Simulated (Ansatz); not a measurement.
```yaml
crystal:
  periodic: [false, false, false]
  atoms:
    - {symbol: C, position_ang: [-0.962642, -2.024142, -0.177774]}
    - {symbol: Ti, position_ang: [-0.252905, -0.052315, 0.433732]}
    - {symbol: O, position_ang: [-1.094450, -0.015536, 1.869650]}
    - {symbol: C, position_ang: [-2.065366, 0.940030, -0.865501]}
    - {symbol: C, position_ang: [-1.436552, 1.967882, -0.238058]}
    - {symbol: C, position_ang: [-0.181154, 2.041664, -0.743300]}
    - {symbol: C, position_ang: [0.088888, 1.194799, -1.898174]}
    - {symbol: C, position_ang: [-1.209772, 0.422042, -1.899540]}
    - {symbol: C, position_ang: [1.583451, 0.100594, 1.933432]}
    - {symbol: C, position_ang: [1.994036, 0.677070, 0.565714]}
    - {symbol: C, position_ang: [2.022405, -0.553845, -0.349314]}
    - {symbol: C, position_ang: [1.619999, -1.706499, 0.188020]}
    - {symbol: C, position_ang: [1.427980, -1.330781, 1.598039]}
    - {symbol: H, position_ang: [-0.591332, -2.273579, -1.190266]}
    - {symbol: H, position_ang: [-2.074059, -1.727512, -0.516884]}
    - {symbol: H, position_ang: [-0.766800, -2.499277, 0.565380]}
    - {symbol: H, position_ang: [-2.071736, 0.421369, 1.723815]}
    - {symbol: H, position_ang: [-3.122280, 0.523957, -0.608738]}
    - {symbol: H, position_ang: [-1.714600, 2.533496, 0.807966]}
    - {symbol: H, position_ang: [0.414054, 2.830413, -0.466123]}
    - {symbol: H, position_ang: [0.844414, 1.076709, -2.417114]}
    - {symbol: H, position_ang: [-1.353223, -0.349866, -2.594503]}
    - {symbol: H, position_ang: [1.486517, 0.727472, 2.827832]}
    - {symbol: H, position_ang: [2.446282, 1.646031, 0.341046]}
    - {symbol: H, position_ang: [2.263929, -0.446027, -1.467341]}
    - {symbol: H, position_ang: [1.525989, -2.679946, -0.119603]}
    - {symbol: H, position_ang: [0.881459, -2.001343, 2.386771]}
basis:
  gaussian: {orbitals: "6-31G*", fitting: {mean_field: cc-pVTZ-jkfit}}
hamiltonian: {xc: {name: B2GP-PLYP}}
output: {forces: true}
```

```sh
$ ansatz run in.yaml --threads 11 --pin off --events-out ev --progress --plain --max-ram 166912MiB --backend cpu
```

Question: How does Ansatz answer? (Estimate.)

Answer: The calculation gave: The input was rejected before any iteration.
```
Functional definition: B2GP-PLYP
Error: <dir> the basis set cc-pVTZ-JKFIT has no functions for Ti
```
